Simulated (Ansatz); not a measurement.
Stepwise reaction of `[OH][SnH]([OH])[Cl]` with methanol, as a gas-phase model of exchange steps in deposition or etching. ΔE in kJ/mol.

Program: Ansatz. Geometries: PBE0-D4/def2-TZVP. ΔE: electronic, gas phase. CBS: MP2 limit from def2 TZ/QZ plus the TZ coupled-cluster correction, frozen cores. This one scheme is used for every species. DFT in def2-TZVPP. B3LYP here is the variant with VWN-RPA as its local correlation; programs differ in this. Elements past krypton have def2 core potentials. For Sn outer-core shells are correlated without core-valence functions, which leaves a few kJ/mol of doubt a bond. One conformer a species, not always the lowest.

```tsv
step	reaction	PBE-D4	B3LYP-D4	ωB97M-V	CCSD(T)/CBS
1	`[OH][SnH]([OH])[Cl]` + CH₃OH → `C[O][SnH]([OH])[Cl]` + H₂O	3.5	2.2	4.2	-1.4
```

Give the row of step 2, `C[O][SnH]([OH])[Cl]` + CH₃OH → `C[O][SnH]([Cl])[O]C` + H₂O. (Estimate.)

Ansatz gave: 
| step | reaction | PBE-D4 | B3LYP-D4 | ωB97M-V | CCSD(T)/CBS |
| --- | --- | --- | --- | --- | --- |
| 2 | `C[O][SnH]([OH])[Cl]` + CH₃OH → `C[O][SnH]([Cl])[O]C` + H₂O | 1.2 | -0.2 | 1.9 | -3.6 |

By hand: ΔE of the 2 steps together at CCSD(T)/CBS.

(-1.4) + (-3.6) = -5.0 kJ/mol, or -2.5 kJ/mol a step.

In ΔE the steps differ by no more than 2.2 kJ/mol. PBE-D4 differs from CCSD(T)/CBS by 4.8 to 4.9 kJ/mol a step. Isolated molecules leave out the surface, adducts and barriers. Largest T1 diagnostic: 0.013.
